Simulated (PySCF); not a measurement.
A structure optimised at B3LYP-D3(BJ)/def2-TZVP, used in a PySCF frequency run:

```xyz
5

Al     0.0000     0.0000     0.0095
O     -0.0611     1.6011    -0.0159
H      0.3157     2.4785     0.0655
O      0.0611    -1.6011    -0.0159
H     -0.3157    -2.4785     0.0655
```
Charge +1, spin multiplicity 1.

Q: Write its SMILES, formula and point group.

A: [OH][Al+][OH], AlH2O2, C2

Q: What are its rotational constants (standard atomic weights)?

A: 1611.8, 5.3506, 5.3350 GHz
